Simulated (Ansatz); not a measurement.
# Ligand exchange: Si(CH3)3Cl + MgH(NH2) → Si(CH3)3(NH2) + MgHCl

Species: Si(CH3)3Cl (chlorotrimethylsilane), singlet; MgH(NH2), singlet; Si(CH3)3(NH2), singlet; MgHCl `[MgH][Cl]`, singlet. The partners trade Cl for NH2: Si–Cl and Mg–NH2 bonds give way to Si–NH2 and Mg–Cl.

Shapes, held fixed at every level: PBE0-D4/def2-TZVP. Flexible molecules stand in one conformer, not always the lowest. Programs: Ansatz 0.2.0. The zero-point and thermal change to 298 K, harmonic and unscaled (PBE0-D4/def2-TZVP), is +3.5 kJ/mol.

Problem. Estimate ΔH(298 K) of this reaction.

Solution. The highest level, CCSD(T)/def2-TZVPP, gives ΔH(298 K) = -80.1 kJ/mol; the levels span -99.1 to -76.5. The column of differences is taken from that level and isn't an error. No measured value is set beside it here. Outer-core shells of Mg are correlated in most correlated rows, in sets that cover them unevenly.

```
             level                    kind  ΔH(298 K) (kJ/mol)  less CCSD(T)/def2-TZVPP
     HF/def2-TZVPP            Hartree–Fock               -99.1                    -19.0
wB97M-V/def2-TZVPP  range-separated hybrid               -80.5                     -0.4
 B2PLYP/def2-TZVPP           double hybrid               -80.5                     -0.4
    MP2/def2-TZVPP     perturbation theory               -76.5                     +3.6
  CCSD(T)/def2-SVP   coupled cluster or CI               -85.2                     -5.1
     CCSD/def2-SVP   coupled cluster or CI               -87.0                     -6.9
CCSD(T)/def2-TZVPP   coupled cluster or CI               -80.1                      0.0
```
